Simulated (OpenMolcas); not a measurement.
# Cr3+: ligand-field states by method

Cr3+ with its 6 nearest chloride ions at 2.375 Å, on the Y site of Cs2NaYCl6 (a = 10.7396 Å, distance in the model lattice 2.619 Å). The rest of the host is ab initio model potentials to 7.6 Å, with orthogonalisation functions on the cations behind the ligands, and point charges beyond; the distance is set by hand and nothing relaxes. Ligand basis ANO-RCC-VDZP.
```
Cr    0.0000    0.0000    0.0000
Cl    2.3750    0.0000    0.0000
Cl    0.0000    2.3750    0.0000
Cl   -2.3750    0.0000    0.0000
Cl    0.0000   -2.3750    0.0000
Cl    0.0000    0.0000    2.3750
Cl    0.0000    0.0000   -2.3750
```

| Property | Result |
| --- | --- |
| Program | OpenMolcas 26.06 |
| Basis | ANO-RCC-VTZP [6s5p3d2f1g] |
| Scalar Hamiltonian | DKH2, point nucleus |
| Active space | 3 electrons in 5 orbitals (3d) |
| State averaging | 2S+1 = 4 even, 10 roots; 2S+1 = 2 even, 40 roots |
| Spin-orbit coupling | state interaction with AMFI integrals over the reference wave functions |

I. CASSCF
II. SS-CASPT2, IPEA 0.25 Eh, imaginary shift 0.1 Eh (closed shells correlated: 3s 3p and the ligand valence shells)

Spin-free states (labels of O, the rotations of Oh) in cm-1, each column counted from its own energy of the first state listed:

```json
{"State": "4A2", "Degeneracy": "1", "I": "0", "II": "0"}
{"State": "4T2", "Degeneracy": "3", "I": "11237", "II": "13910"}
{"State": "4T1", "Degeneracy": "3", "I": "18302", "II": "19800"}
{"State": "2E", "Degeneracy": "2", "I": "19012", "II": "12660"}
{"State": "2T1", "Degeneracy": "3", "I": "19960", "II": "13480"}
{"State": "2T2", "Degeneracy": "3", "I": "25946", "II": "19110"}
{"State": "2A1", "Degeneracy": "1", "I": "27218", "II": "23010"}
{"State": "2T2", "Degeneracy": "3", "I": "29477", "II": "25570"}
{"State": "2T1", "Degeneracy": "3", "I": "30796", "II": "27200"}
{"State": "4T1", "Degeneracy": "3", "I": "30895", "II": "30410"}
{"State": "2E", "Degeneracy": "2", "I": "33097", "II": "28020"}
{"State": "2T1", "Degeneracy": "3", "I": "35467", "II": "30930"}
{"State": "2T2", "Degeneracy": "3", "I": "40787", "II": "39750"}
{"State": "2T1", "Degeneracy": "3", "I": "41196", "II": "41660"}
{"State": "2A2", "Degeneracy": "1", "I": "46687", "II": "38420"}
{"State": "2T2", "Degeneracy": "3", "I": "47708", "II": "39840"}
{"State": "2E", "Degeneracy": "2", "I": "48983", "II": "49460"}
{"State": "2T1", "Degeneracy": "3", "I": "52296", "II": "47800"}
{"State": "2E", "Degeneracy": "2", "I": "70130", "II": "60050"}
{"State": "2T2", "Degeneracy": "3", "I": "71343", "II": "63520"}
```

From I to II, I's first state of the same spin (4T2) moves from 11237 to 13910 cm-1, by about +2700 cm-1.

From I to II, I's first state of another spin (2E) moves from 19012 to 12660 cm-1, by about -6300 cm-1.

χT at 300 K: I 1.83, II 1.84 cm3 K/mol.

Roots that are degenerate in the reference are averaged as groups; the widest CASPT2 spread within a group is 95 cm-1 (the 3-fold group of multiplicity 2 near 63500 cm-1 above the lowest state of its run, II). Shifts and gaps below about the spread of the groups concerned are not significant. Over all roots computed the reference weight is 0.65 to 0.67 in II; a low but even weight reflects the number of correlated electrons. Ligand-to-metal charge-transfer states are missing. With no ligand orbital active B as a rule stays too high, so bands that hang on it stand too high and its fall with covalency is understated. Without dynamic correlation the repulsion within the d shell is too large (B by tens of per cent), so at a given field states of lower spin stand too high (holds for I). With metal d orbitals alone and no dynamic correlation the field as a rule comes out too small, by tens of per cent, by up to half for chloride and softer ligands (holds for I). These CASPT2 states fit no ligand-field parameters well, so their order and spin gaps are uncertain (holds for II). With one d shell and no ligand orbital active, 10Dq can be off by a tenth or more (holds for II). The distance lies 3 % under the 2.461 Å that this model takes as the normal distance (a Shannon-type radius plus a fixed donor radius, weighted with the host); by an R⁻⁵ law this alone changes a d-shell field by about +19 %. No measured value stands beside these numbers; the geometry was set by hand and not optimised.
